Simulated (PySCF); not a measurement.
# How methods differ on the excitation energy of C

C [He] 2s2 2p2 (3P) → C [He] 2s2 2p1 3s1 (3P), as a difference of total energies. Computed with PySCF 2.14 in aug-cc-pwCVTZ, with the non-relativistic Hamiltonian (point nucleus). Correlated levels: valence and next inner shell: nothing frozen. The calculations carry no spin-orbit coupling.

```json
{"method": "UHF", "excitation energy (cm⁻¹)": "60939"}
{"method": "MP2 (valence and next inner shell)", "excitation energy (cm⁻¹)": "63294"}
{"method": "SCS-MP2 (valence and next inner shell)", "excitation energy (cm⁻¹)": "62411"}
{"method": "CCSD (valence and next inner shell)", "excitation energy (cm⁻¹)": "61985"}
{"method": "CCSD(T) (valence and next inner shell)", "excitation energy (cm⁻¹)": "61934"}
```

Errors of the correlated levels include the incompleteness of this basis.

The promoted electron is Rydberg-like, and one or two diffuse shells describe it only roughly, which tends to raise the upper state.

For comparison: 60343 cm⁻¹ (measured; NIST levels, between the centres of gravity of the two terms).
